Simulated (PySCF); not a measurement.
# SMILES CCN(N=C1CCCC1)C1CCC1, C$_{11}$H$_{20}$N$_{2}$

Molfile (atoms numbered from 1):
```
C11H20N2
     RDKit          3D

 33 34  0  0  0  0  0  0  0  0999 V2000
   -0.7552    2.6304   -1.4484 C   0  0  0  0  0  0  0  0  0  0  0  0
   -0.8958    1.8573   -0.1372 C   0  0  0  0  0  0  0  0  0  0  0  0
   -0.9116    0.4228   -0.3633 N   0  0  0  0  0  0  0  0  0  0  0  0
    0.0694   -0.4294   -0.0818 N   0  0  0  0  0  0  0  0  0  0  0  0
    1.2914   -0.2382    0.1742 C   0  0  0  0  0  0  0  0  0  0  0  0
    2.1686   -1.4589    0.3592 C   0  0  0  0  0  0  0  0  0  0  0  0
    3.4642   -0.9127    0.9518 C   0  0  0  0  0  0  0  0  0  0  0  0
    3.5834    0.4696    0.3133 C   0  0  0  0  0  0  0  0  0  0  0  0
    2.1504    1.0036    0.3373 C   0  0  0  0  0  0  0  0  0  0  0  0
   -2.2081   -0.2020   -0.4560 C   0  0  0  0  0  0  0  0  0  0  0  0
   -2.2538   -1.6061   -1.0797 C   0  0  0  0  0  0  0  0  0  0  0  0
   -3.1405   -2.0800    0.0809 C   0  0  0  0  0  0  0  0  0  0  0  0
   -2.8171   -0.7872    0.8415 C   0  0  0  0  0  0  0  0  0  0  0  0
   -1.5884    2.4085   -2.1104 H   0  0  0  0  0  0  0  0  0  0  0  0
    0.1645    2.3510   -1.9566 H   0  0  0  0  0  0  0  0  0  0  0  0
   -0.7382    3.7000   -1.2538 H   0  0  0  0  0  0  0  0  0  0  0  0
   -1.8292    2.1431    0.3599 H   0  0  0  0  0  0  0  0  0  0  0  0
   -0.0756    2.1101    0.5340 H   0  0  0  0  0  0  0  0  0  0  0  0
    2.3584   -1.9158   -0.6159 H   0  0  0  0  0  0  0  0  0  0  0  0
    1.6874   -2.2076    0.9871 H   0  0  0  0  0  0  0  0  0  0  0  0
    4.3246   -1.5464    0.7401 H   0  0  0  0  0  0  0  0  0  0  0  0
    3.3670   -0.8130    2.0346 H   0  0  0  0  0  0  0  0  0  0  0  0
    4.2803    1.1201    0.8420 H   0  0  0  0  0  0  0  0  0  0  0  0
    3.9235    0.3679   -0.7191 H   0  0  0  0  0  0  0  0  0  0  0  0
    1.9526    1.4741    1.3059 H   0  0  0  0  0  0  0  0  0  0  0  0
    1.9749    1.7422   -0.4459 H   0  0  0  0  0  0  0  0  0  0  0  0
   -2.8817    0.4983   -0.9527 H   0  0  0  0  0  0  0  0  0  0  0  0
   -1.2669   -2.0595   -1.0671 H   0  0  0  0  0  0  0  0  0  0  0  0
   -2.6786   -1.6721   -2.0788 H   0  0  0  0  0  0  0  0  0  0  0  0
   -4.1909   -2.1547   -0.1930 H   0  0  0  0  0  0  0  0  0  0  0  0
   -2.8334   -3.0036    0.5653 H   0  0  0  0  0  0  0  0  0  0  0  0
   -3.6597   -0.2484    1.2705 H   0  0  0  0  0  0  0  0  0  0  0  0
   -2.0528   -0.9318    1.6017 H   0  0  0  0  0  0  0  0  0  0  0  0
  1  2  1  0
  2  3  1  0
  3  4  1  0
  4  5  2  3
  5  6  1  0
  6  7  1  0
  7  8  1  0
  8  9  1  0
  3 10  1  0
 10 11  1  0
 11 12  1  0
 12 13  1  0
  9  5  1  0
 13 10  1  0
  1 14  1  0
  1 15  1  0
  1 16  1  0
  2 17  1  0
  2 18  1  0
  6 19  1  0
  6 20  1  0
  7 21  1  0
  7 22  1  0
  8 23  1  0
  8 24  1  0
  9 25  1  0
  9 26  1  0
 10 27  1  0
 11 28  1  0
 11 29  1  0
 12 30  1  0
 12 31  1  0
 13 32  1  0
 13 33  1  0
M  END
```

Level of theory: GIAO KT3/pcSseg-1 magnetisability, rotational g tensor and spin-rotation constants, non-relativistic, gas phase in PySCF. Geometry: GFN2-xTB.

(1) Give the nuclear spin-rotation constants along the inertial axes (H = +C I·J) beside the isotropic shieldings.

Answers

(1) Rotational constants 1.2099, 0.4927, 0.3829 GHz. A star marks the isotopologue with that one atom substituted, in its own axes.
| atom | isotope | Caa (kHz) | Cbb (kHz) | Ccc (kHz) | mean (kHz) | σ (ppm) |
| --- | --- | --- | --- | --- | --- | --- |
| N3 | 14N | 0.132 | 0.046 | 0.030 | 0.070 | 112.8 |
| N4 | 14N | 0.293 | 0.101 | 0.023 | 0.139 | -57.1 |
| H14 | 1H | -0.017 | -0.052 | -0.028 | -0.032 | 30.6 |
| H15 | 1H | -0.046 | -0.051 | -0.021 | -0.039 | 30.6 |
| H16 | 1H | -0.135 | 0.000 | -0.034 | -0.057 | 30.9 |
| H17 | 1H | -0.017 | -0.050 | -0.019 | -0.029 | 28.9 |
| H18 | 1H | 0.012 | -0.048 | -0.023 | -0.020 | 27.9 |
| H19 | 1H | -0.128 | -0.048 | 0.015 | -0.054 | 29.2 |
| H20 | 1H | -0.096 | 0.001 | -0.033 | -0.043 | 29.2 |
| H21 | 1H | -0.041 | -0.030 | -0.032 | -0.034 | 29.9 |
| H22 | 1H | -0.128 | -0.051 | 0.010 | -0.056 | 30.2 |
| H23 | 1H | -0.019 | -0.044 | -0.027 | -0.030 | 29.7 |
| H24 | 1H | -0.119 | -0.054 | 0.010 | -0.054 | 30.1 |
| H25 | 1H | -0.127 | -0.048 | 0.013 | -0.054 | 29.2 |
| H26 | 1H | -0.118 | 0.004 | -0.031 | -0.049 | 29.3 |
| H27 | 1H | -0.053 | 0.002 | -0.041 | -0.031 | 28.1 |
| H28 | 1H | 0.006 | -0.029 | -0.035 | -0.019 | 28.3 |
| H29 | 1H | -0.080 | -0.051 | -0.001 | -0.044 | 29.7 |
| H30 | 1H | 0.053 | -0.055 | -0.043 | -0.015 | 30.1 |
| H31 | 1H | -0.128 | 0.016 | -0.040 | -0.051 | 30.1 |
| H32 | 1H | -0.045 | -0.040 | -0.019 | -0.035 | 29.4 |
| H33 | 1H | -0.024 | -0.045 | -0.024 | -0.031 | 29.7 |
| C1 | 13C* | 0.195 | 0.066 | 0.055 | 0.105 | 166.3 |
| C2 | 13C* | 0.255 | 0.082 | 0.073 | 0.137 | 137.6 |
| C5 | 13C* | 0.375 | 0.192 | 0.089 | 0.219 | 59.0 |
| C6 | 13C* | 0.204 | 0.084 | 0.077 | 0.122 | 144.4 |
| C7 | 13C* | 0.198 | 0.075 | 0.066 | 0.113 | 155.6 |
| C8 | 13C* | 0.199 | 0.074 | 0.072 | 0.115 | 152.2 |
| C9 | 13C* | 0.200 | 0.083 | 0.065 | 0.116 | 152.6 |
| C10 | 13C* | 0.225 | 0.119 | 0.080 | 0.141 | 123.2 |
| C11 | 13C* | 0.209 | 0.074 | 0.064 | 0.116 | 155.3 |
| C12 | 13C* | 0.189 | 0.074 | 0.048 | 0.103 | 168.2 |

For the geometry as given, no vibrational averaging.
